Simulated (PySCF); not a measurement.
Al(F)(Cl)(OEt) (C₂H₅AlClFO), SMILES CC[O][Al]([F])[Cl]. Atoms are numbered in the order given.

```xyz
11

Al     0.4880    -0.0181     0.2880
F      1.5474    -0.9760    -0.5563
Cl     0.8141     0.2797     2.3218
O     -0.8265     0.7113    -0.4585
C     -1.4655     0.6707    -1.7141
C     -1.6922    -0.7534    -2.2007
H     -2.4313     1.1971    -1.6193
H     -0.8682     1.2318    -2.4572
H     -2.3071    -1.3143    -1.4780
H     -2.2132    -0.7610    -3.1714
H     -0.7326    -1.2823    -2.3251
```
Charge 0, spin multiplicity 1.

Geometry optimised at B3LYP-D3(BJ)/def2-SVP. Other conformers were not sampled.

Two levels are set side by side: PBE/pcSseg-1 (PySCF) and B3LYP/pcSseg-1 (PySCF). GIAO shifts against CFCl3 (¹⁹F), H2O (¹⁷O), HCl (³⁵Cl), TMS (¹H), TMS (¹³C) at the same level; non-relativistic, no solvent, atoms listed together averaged. Without spin–orbit terms, shifts of atoms bonded to Cl or Br come out too high at both levels. Differences are taken from unrounded values.

| quantity | B3LYP | PBE | PBE minus B3LYP |
|---|---|---|---|
| δ(¹⁹F) of F2 (ppm) | -175.4 | -186.1 | -10.7 |
| δ(³⁵Cl) of Cl3 (ppm) | -82.0 | -66.3 | 15.7 |
| δ(¹⁷O) of O4 (ppm) | 65.0 | 77.0 | 12.0 |
| δ(¹³C) of C5 (ppm) | 67.8 | 69.2 | 1.3 |
| δ(¹³C) of C6 (ppm) | 26.1 | 26.1 | 0.0 |

Rough cost on one machine, each run with all the roots and properties that it gave: B3LYP against PBE within a factor of 2.
